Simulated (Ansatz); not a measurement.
Gas-phase electronic energies from Ansatz, PBE0-D4/def2-TZVP geometries. CBS: MP2 limit from def2 TZ/QZ plus the TZ coupled-cluster correction, frozen cores. This one scheme is used for every species. DFT in def2-TZVPP. B3LYP here is the variant with VWN-RPA as its local correlation; programs differ in this. Each species was taken in one conformer, which may not be the lowest.

`CC[SiH]([SiH3])Cl` + H–F → `CC[SiH](F)[SiH3]` + HCl  (ligand exchange at the Si–Cl bond)

```json
{"level": "ωB97X-V", "ΔE (kJ/mol)": "-30.8", "difference from CCSD(T)/CBS": "-5.8"}
{"level": "ωB97M-V", "ΔE (kJ/mol)": "-29.0", "difference from CCSD(T)/CBS": "-4.0"}
{"level": "PBE", "ΔE (kJ/mol)": "-26.8", "difference from CCSD(T)/CBS": "-1.8"}
{"level": "r2SCAN", "ΔE (kJ/mol)": "-31.1", "difference from CCSD(T)/CBS": "-6.1"}
{"level": "PBE0", "ΔE (kJ/mol)": "-25.2", "difference from CCSD(T)/CBS": "-0.2"}
{"level": "B3LYP", "ΔE (kJ/mol)": "-39.2", "difference from CCSD(T)/CBS": "-14.2"}
{"level": "MP2/def2-TZVPP", "ΔE (kJ/mol)": "-22.0", "difference from CCSD(T)/CBS": "3.0"}
{"level": "SCS-MP2/def2-TZVPP", "ΔE (kJ/mol)": "-29.5", "difference from CCSD(T)/CBS": "-4.5"}
{"level": "CCSD/def2-TZVPP", "ΔE (kJ/mol)": "-32.4", "difference from CCSD(T)/CBS": "-7.4"}
{"level": "CCSD(T)/def2-TZVPP", "ΔE (kJ/mol)": "-29.4", "difference from CCSD(T)/CBS": "-4.4"}
{"level": "HF/def2-QZVPP", "ΔE (kJ/mol)": "-44.8", "difference from CCSD(T)/CBS": "-19.8"}
{"level": "MP2/def2-QZVPP", "ΔE (kJ/mol)": "-20.1", "difference from CCSD(T)/CBS": "4.9"}
{"level": "SCS-MP2/def2-QZVPP", "ΔE (kJ/mol)": "-27.6", "difference from CCSD(T)/CBS": "-2.6"}
{"level": "HF/CBS(def2)", "ΔE (kJ/mol)": "-45.0", "difference from CCSD(T)/CBS": "-20.0"}
{"level": "MP2/CBS(def2)", "ΔE (kJ/mol)": "-17.6", "difference from CCSD(T)/CBS": "7.4"}
{"level": "CCSD/CBS(def2)", "ΔE (kJ/mol)": "-28.0", "difference from CCSD(T)/CBS": "-3.0"}
{"level": "CCSD(T)/CBS", "ΔE (kJ/mol)": "-25.0", "difference from CCSD(T)/CBS": "0"}
```

Largest T1 diagnostic among the species: 0.011.

In def2-TZVPP, CCSD(T) changes the Hartree–Fock value by +13.7 kJ/mol (the triples alone add +3.0 kJ/mol) and MP2 by +21.0 kJ/mol. The D4 term adds +8.5 kJ/mol with B3LYP and +4.7 kJ/mol with PBE0; it sums over pairs of atoms, weighted by their polarisabilities, and B3LYP, whose exchange is more repulsive, gets the larger term.
